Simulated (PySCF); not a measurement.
In(H)(OH)2(NH3), H₆InNO₂, singlet (CAM-B3LYP/def2-SVP optimised geometry):

```
10

In    -0.007    -1.466     0.000
H      1.709    -1.466     0.000
O     -1.125    -1.759     1.664
H     -0.976    -2.568     2.163
O     -1.125    -1.766    -1.662
H     -0.951    -2.561    -2.176
N     -1.127     0.533     0.000
H     -0.719     1.466     0.003
H     -1.709     0.402     0.832
H     -1.707     0.406    -0.834
```

Computed with CAM-B3LYP/def2-TZVP, def2 effective core potentials past Kr (PySCF 2.14.0).

### Question
What are the frontier orbital energies and the dipole moment?

### Answer
HOMO-2 -9.60 eV, HOMO-1 -8.84 eV, HOMO -8.73 eV, LUMO 0.46 eV, LUMO+1 0.74 eV; dipole moment 2.08 D.

On the same geometry PBE/def2-TZVP, def2 effective core potentials past Kr run with PySCF 2.14.0 gives HOMO-2 -6.53 eV, HOMO-1 -5.68 eV, HOMO -5.68 eV, LUMO -1.06 eV, LUMO+1 -0.75 eV; dipole moment 2.10 D.
